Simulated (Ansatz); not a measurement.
The input (input.yaml):

```yaml
crystal:
  periodic: [false, false, false]
  atoms:
    - { symbol: "N", position_ang: [0.8588, -0.6704, 1.6069] }
    - { symbol: C, position_ang: [1.28, 0.0713, 0.6122] }
    - { symbol: "N", position_ang: [0.4563, 0.4458, -0.5362] }
    - { symbol: Al, position_ang: [-1.2877, 0.034, -0.8586] }
    - { symbol: F, position_ang: [-2.3236, -0.9512, 0.3024] }
    - { symbol: H, position_ang: [-0.1722, -0.9533, 1.6338] }
    - { symbol: H, position_ang: [2.3442, 0.3932, 0.6556] }
    - { symbol: H, position_ang: [0.9841, 1.0265, -1.2784] }
    - { symbol: H, position_ang: [-2.0513, 0.558, -2.1548] }
basis:
  gaussian: { orbitals: def2-SVP }
hamiltonian:
  xc: b3lyp
relax:
  f_tol: 0.015
  max_steps: 40
```

Command:

```bash
$ ansatz run input.yaml --threads 2 --pin off --max-ram 3072MiB --backend cpu --events-out ev --progress --plain --runs-dir out
```

Hardware: 2 threads of Intel(R) Xeon(R) 6975P-C (Granite Rapids), on a shared host.

Task: Roughly how long does this run take, and how much memory?

Result: 11 s, with a peak of 0.21 GiB, for 8 ionic steps.
